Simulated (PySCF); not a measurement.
Isomers of C7H11BO2, mass 138.085 u with the commonest isotopes. Level of theory: PBE0-D3(BJ)/def2-SVP geometry optimisation, gas phase (PySCF 2.14.0). One conformer each, none proved a minimum here; rigid rotors.

Question: Order these by rotational constant A, smallest first.
A. `[CH:1]#[C:2][B:3]1[O:4][CH2:5][C@H:6]([CH2:7][CH2:8][CH3:9])[O:10]1` with C5–C6–C7–C8 -178°, C6–C7–C8–C9 178°
B. `[CH3:1][C@H:2]1[CH:3]=[CH:4][CH2:5][C:6]([B:7]([OH:8])[OH:9])=[CH:10]1` with C6–B7–O8–H 180°, C6–B7–O9–H 0°
C. `[CH2:1]=[C:2]([CH3:3])/[CH:4]=[CH:5]/[C@@H:6]1[CH2:7][O:8][BH:9][O:10]1` with C1–C2–C4–C5 -179°, C4–C5–C6–C7 -116°

Answer: B (2321 MHz), A (2453 MHz), C (3866 MHz).

Question: Order these by dipole moment, smallest first.
A. `[CH:1]#[C:2][B:3]1[O:4][CH2:5][C@H:6]([CH2:7][CH2:8][CH3:9])[O:10]1` with C5–C6–C7–C8 -178°, C6–C7–C8–C9 178°
B. `[CH2:1]=[C:2]([CH3:3])/[CH:4]=[CH:5]/[C@@H:6]1[CH2:7][O:8][BH:9][O:10]1` with C1–C2–C4–C5 -179°, C4–C5–C6–C7 -116°
C. `[CH3:1][C@H:2]1[CH:3]=[CH:4][CH2:5][C:6]([B:7]([OH:8])[OH:9])=[CH:10]1` with C6–B7–O8–H 180°, C6–B7–O9–H 0°

Answer: C (1.10 D), A (1.91 D), B (2.51 D).

Question: Order these by radius of gyration √(Σ m r²/M), smallest first.
A. `[CH:1]#[C:2][B:3]1[O:4][CH2:5][C@H:6]([CH2:7][CH2:8][CH3:9])[O:10]1` with C5–C6–C7–C8 -178°, C6–C7–C8–C9 178°
B. `[CH3:1][C@H:2]1[CH:3]=[CH:4][CH2:5][C:6]([B:7]([OH:8])[OH:9])=[CH:10]1` with C6–B7–O8–H 180°, C6–B7–O9–H 0°
C. `[CH2:1]=[C:2]([CH3:3])/[CH:4]=[CH:5]/[C@@H:6]1[CH2:7][O:8][BH:9][O:10]1` with C1–C2–C4–C5 -179°, C4–C5–C6–C7 -116°

Answer: B (2.373 Å), A (2.571 Å), C (2.679 Å).

```json
{"SMILES": "C[C@H]1C=CCC(B(O)O)=C1", "point group": "C1", "Ia (u·Å²)": "217.74", "Ib (u·Å²)": "576.92", "Ic (u·Å²)": "760.18", "κ": "-0.74", "μa (D)": "0.16", "μb (D)": "1.07", "μc (D)": "0.19"}
{"SMILES": "C#CB1OC[C@H](CCC)O1", "point group": "C1", "Ia (u·Å²)": "206.06", "Ib (u·Å²)": "734.37", "Ic (u·Å²)": "884.84", "κ": "-0.88", "μa (D)": "1.70", "μb (D)": "0.87", "μc (D)": "0.12"}
{"SMILES": "C=C(C)/C=C/[C@@H]1COBO1", "point group": "C1", "Ia (u·Å²)": "130.71", "Ib (u·Å²)": "919.69", "Ic (u·Å²)": "931.80", "κ": "-1.00", "μa (D)": "2.07", "μb (D)": "0.97", "μc (D)": "1.03"}
```
